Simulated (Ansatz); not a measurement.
This geometry of Cl2FH3O2Ti (9 atoms, charge 0, multiplicity 1) is a first-order saddle point.

These are results of RKS B3LYP/def2-SVP (Ansatz 0.2.0), not measurements.

```xyz
9
Properties=species:S:1:pos:R:3
Ti 0.138 0.383 -0.171
Cl 1.193 -0.608 2.286
O 1.534 -0.480 -0.802
H 2.088 -1.048 -0.240
Cl -0.442 1.787 -1.767
F -1.232 -0.660 0.053
O 0.432 1.680 1.214
H 0.403 2.647 1.241
H 0.890 0.855 2.030
```

Task: Which two structures does it join? (They come from a converged band through this point; their orientation in space is the band's.)

Result: Bonds broken: Ti1–Cl2, O7–H9. Bonds formed: Cl2–H9. Cl2FH3O2Ti becomes ClFH2O2Ti + ClH.

First end point:

```xyz
9
Properties=species:S:1:pos:R:3
Ti -0.035 0.082 0.181
Cl -0.554 -0.291 2.343
O 1.685 -0.062 -0.332
H 1.957 -0.795 -0.907
Cl -1.275 1.479 -1.000
F -0.552 -1.447 -0.476
O 0.960 1.922 1.107
H 1.893 1.835 0.854
H 0.923 1.832 2.072
```

Last end point:

```xyz
9
Properties=species:S:1:pos:R:3
Ti -0.133 0.326 -0.407
Cl 2.754 0.468 2.253
O 1.291 -0.697 -0.382
H 2.047 -0.640 0.235
Cl -0.107 1.718 -2.126
F -1.587 -0.640 -0.472
O -0.077 1.265 1.134
H -0.747 1.792 1.591
H 1.563 0.964 2.016
```

Task: How far does it lie above each of them?

Result: 0.80 eV above the first and 0.45 eV above the second. This is the barrier of this one path; another mechanism may lie lower. The orbitals stay closed-shell, which can raise the energy where a bond breaks towards radicals; this wasn't checked here.

Run time: 7.8 min on 4 threads of Arm Neoverse V1, on a shared host, peak memory 0.36 GiB.
